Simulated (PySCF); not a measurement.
NMR parameters of [Ga(H2O)6]3+

[Ga(H2O)6]3+, [GaH12O6]3+.

Bonds: Ga1-O2, Ga1-O5, Ga1-O8, Ga1-O11, Ga1-O14, Ga1-O17. O2 carries H3, H4; O5 carries H6, H7; O8 carries H9, H10; O11 carries H12, H13; O14 carries H15, H16; O17 carries H18, H19.

Total charge +3.

GIAO calculations in PySCF 2.14 on the PBE0-D3(BJ)/def2-SVP structure: isolated species, non-relativistic, equivalent atoms averaged; basis pcSseg-1 (pcSseg-2 on Ga).

(1) Give the isotropic shieldings (ppm) with B3LYP, PBE, PBE0.

(2) And the chemical shifts, against references computed in the same way?

(3) Which part of the shielding of Ga1 depends on the functional?

(4) What couplings does PBE/pcJ-1 (pcSseg-1 on Ga) (without the spin–dipole term) give?

Results:

(1) 
```tsv
atoms	environment	B3LYP	PBE	PBE0
Ga1	Ga bonded to 6 O	1799	1747	1817
O2/O5/O8/O11/O14/O17	oxygen bonded to Ga, 2 H	289.4	285.3	293.1
H3/H4/H6/H7/H9/H10/H12/H13/H15/H16/H18/H19	hydrogen on an oxygen bonded to Ga	25.84	25.90	25.72
HOMO–LUMO gap (eV)	–	9.50	7.11	10.22
```

(2) 
| atoms | nucleus, reference | B3LYP | PBE | PBE0 |
| --- | --- | --- | --- | --- |
| O2/O5/O8/O11/O14/O17 | 17O, H2O | 44.6 | 49.4 | 41.4 |
| H3/H4/H6/H7/H9/H10/H12/H13/H15/H16/H18/H19 | 1H, TMS | 5.54 | 5.30 | 5.55 |

(3) Diamagnetic: B3LYP 2639, PBE 2640, PBE0 2639 ppm; paramagnetic: B3LYP -840, PBE -893, PBE0 -822 ppm. The diamagnetic part, set mainly by inner electrons, hardly moves; the paramagnetic part goes with low-lying magnetically allowed excitations and carries the spread.

(4) 1J(O2,H3) = -105.7, 2J(H3,H4) = -4.6 Hz (averaged over equivalent pairs; isotopes 17O, 1H).

The ion is multiply charged and has no counter-ions or solvent here.

Relativistic effects, spin–orbit coupling among them, are left out; they matter for Ga and for the light atoms bonded to it. Experimental scales use liquid or dissolved standards, which lie at an offset from isolated H2O (liquid H2O: subtract about 36 ppm).
